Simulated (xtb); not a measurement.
F$_{6}$Si (SMILES F[Si-2](F)(F)(F)(F)F), charge -2, singlet, from a rough starting geometry; GFN2-xTB (xtb 6.7.1).

Input for xtb:
```
$ xtb mol.xyz --gfn 2 --chrg -2 --opt vtight --json

# file mol.xyz
7

F      0.13986010    -1.55052579    -0.80017913
Si     0.02835918    -0.01003499     0.03427257
F      1.59145258     0.16697453    -0.68622637
F     -0.74628549    -0.93775574     1.26818318
F      0.69904669     0.73416099     1.43530008
F     -0.13188887     1.65240215    -0.47061345
F     -1.60370464     0.02268271    -0.66575561
```

Write the output that xtb gives for this input, abridged.


```
   ID    Z sym.   atoms
    1    9 F      1, 3-7
    2   14 Si     2

           -------------------------------------------------
          |                Calculation Setup                |
           -------------------------------------------------

           -------------------------------------------------
          |                 G F N 2 - x T B                 |
           -------------------------------------------------

          ...................................................
          :                      SETUP                      :
          :.................................................:
          :  # basis functions                  34          :
          :  # atomic orbitals                  33          :
          :  # shells                           15          :
          :  # electrons                        48          :
          :  max. iterations                   250          :
          :  Hamiltonian                  GFN2-xTB          :
          :  restarted?                      false          :
          :  GBSA solvation                  false          :
          :  PC potential                    false          :
          :  electronic temp.          300.0000000     K    :
          :  accuracy                    1.0000000          :
          :  -> integral cutoff          0.2500000E+02      :
          :  -> integral neglect         0.1000000E-07      :
          :  -> SCF convergence          0.1000000E-05 Eh   :
          :  -> wf. convergence          0.1000000E-03 e    :
          :  Broyden damping             0.4000000          :
          :  net charge                         -2          :
          :  unpaired electrons                  0          :
          ...................................................

 iter      E             dE          RMSdq      gap      omega  full diag
   1    -30.5879204 -0.305879E+02  0.795E+00   12.04       0.0  T
   2    -30.7170808 -0.129160E+00  0.465E+00    9.67       1.0  T
   3    -30.7222968 -0.521599E-02  0.203E+00   10.39       1.0  T
   4    -30.7283339 -0.603710E-02  0.808E-01    9.64       1.0  T
   5    -30.7227660  0.556796E-02  0.108E+00   10.51       1.0  T
   6    -30.7305721 -0.780611E-02  0.268E-01   10.11       1.0  T
   7    -30.7310554 -0.483371E-03  0.307E-02    9.99       1.2  T
   8    -30.7310593 -0.391545E-05  0.119E-02    9.97       3.2  T
   9    -30.7310602 -0.880726E-06  0.221E-03    9.98      17.1  T
  10    -30.7310603 -0.263027E-07  0.996E-04    9.98      37.9  T
  11    -30.7310603 -0.647851E-08  0.325E-05    9.98    1163.5  T

   *** convergence criteria satisfied after 11 iterations ***

         :::::::::::::::::::::::::::::::::::::::::::::::::::::
         ::                     SUMMARY                     ::
         :::::::::::::::::::::::::::::::::::::::::::::::::::::
         :: total energy             -30.710438431444 Eh    ::
         :: gradient norm              0.023957458660 Eh/a0 ::
         :: HOMO-LUMO gap              9.979036324641 eV    ::
         ::.................................................::
         :: SCC energy               -30.731059279827 Eh    ::
         :: -> isotropic ES            0.605944380326 Eh    ::
         :: -> anisotropic ES         -0.026470400431 Eh    ::
         :: -> anisotropic XC         -0.012477048932 Eh    ::
         :: -> dispersion             -0.004424001941 Eh    ::
         :: repulsion energy           0.020620848383 Eh    ::
         :: add. restraining           0.000000000000 Eh    ::
         :: total charge              -2.000000000000 e     ::
         :::::::::::::::::::::::::::::::::::::::::::::::::::::

      -----------------------------------------------------------
     |                   =====================                   |
     |                        A N C O P T                        |
     |                   =====================                   |
[...]
 * total energy  :   -30.7481871 Eh     change       -0.3041369E-02 Eh
 * total energy  :   -30.7517609 Eh     change       -0.3573807E-02 Eh
 * total energy  :   -30.7532487 Eh     change       -0.1487710E-02 Eh
 * total energy  :   -30.7550970 Eh     change       -0.1848347E-02 Eh
 * total energy  :   -30.7554573 Eh     change       -0.3602695E-03 Eh
 * total energy  :   -30.7555868 Eh     change       -0.1295393E-03 Eh
 * total energy  :   -30.7556426 Eh     change       -0.5574176E-04 Eh
 * total energy  :   -30.7556761 Eh     change       -0.3351191E-04 Eh
 * total energy  :   -30.7556855 Eh     change       -0.9457504E-05 Eh
 * total energy  :   -30.7556892 Eh     change       -0.3647989E-05 Eh
 * total energy  :   -30.7556899 Eh     change       -0.7783873E-06 Eh
 * total energy  :   -30.7556900 Eh     change       -0.2304218E-07 Eh
   *** GEOMETRY OPTIMIZATION CONVERGED AFTER 22 ITERATIONS ***
         :: total energy             -30.755689972144 Eh    ::
[...]
        14        2.0000           -0.0716519              -1.9497
        15        2.0000           -0.0716519              -1.9497
        16        2.0000           -0.0716474              -1.9496
        17        2.0000           -0.0662846              -1.8037
        18        2.0000           -0.0662837              -1.8037
        19        2.0000           -0.0662795              -1.8036
        20        2.0000           -0.0661642              -1.8004
        21        2.0000           -0.0661628              -1.8004
        22        2.0000           -0.0661626              -1.8004
        23        2.0000           -0.0642321              -1.7478
        24        2.0000           -0.0642271              -1.7477 (HOMO)
        25                          0.5532904              15.0558 (LUMO)
        26                          0.5533069              15.0562
        27                          0.5533071              15.0563
        28                          0.5901207              16.0580
        29                          0.5901215              16.0580
        30                          0.5901980              16.0601
        31                          0.7721738              21.0119
        32                          1.9011246              51.7322
        33                          1.9012728              51.7363
      -------------------------------------------------------------
                  HL-Gap            0.6175175 Eh           16.8035 eV
             Fermi-level            0.2445317 Eh            6.6540 eV

     #   Z          covCN         q      C6AA      α(0)
     1   9 F        0.702    -0.478    14.553     4.504
     2  14 Si       4.210     0.865    88.313    17.969
     3   9 F        0.702    -0.478    14.553     4.504
     4   9 F        0.702    -0.478    14.553     4.504
     5   9 F        0.702    -0.477    14.552     4.504
     6   9 F        0.702    -0.478    14.554     4.505
     7   9 F        0.702    -0.478    14.553     4.504

 Mol. C6AA /au·bohr⁶  :        994.875961
 Mol. C8AA /au·bohr⁸  :      28668.418928
 Mol. α(0) /au        :         44.995616

Wiberg/Mayer (AO) data.
largest (>0.10) Wiberg bond orders for each atom

 ---------------------------------------------------------------------------
     #   Z sym  total        # sym  WBO       # sym  WBO       # sym  WBO
 ---------------------------------------------------------------------------
     1   9 F    0.853 --     2 Si   0.731
     2  14 Si   4.389 --     5 F    0.732     1 F    0.731     4 F    0.731
                             3 F    0.731     7 F    0.731     6 F    0.731
     3   9 F    0.853 --     2 Si   0.731
     4   9 F    0.853 --     2 Si   0.731
     5   9 F    0.853 --     2 Si   0.732
     6   9 F    0.853 --     2 Si   0.731
     7   9 F    0.853 --     2 Si   0.731
 ---------------------------------------------------------------------------

Topologies differ in total number of bonds
Writing topology from bond orders to xtbtopo.mol

molecular dipole:
                 x           y           z       tot (Debye)
 q only:        0.013      -0.042      -0.062
   full:        0.013      -0.043      -0.062       0.193
molecular quadrupole (traceless):
                xx          xy          yy          xz          yz          zz
 q only:        0.002       0.000      -0.001       0.002      -0.002      -0.001
  q+dip:        0.002       0.000      -0.001       0.002      -0.002      -0.001
   full:        0.002       0.000      -0.001       0.002      -0.002      -0.001

optimized geometry written to: xtbopt.xyz

           -------------------------------------------------
          | TOTAL ENERGY              -30.755689972144 Eh   |
          | GRADIENT NORM               0.000091787640 Eh/α |
          | HOMO-LUMO GAP              16.803506093785 eV   |
           -------------------------------------------------

normal termination of xtb
```
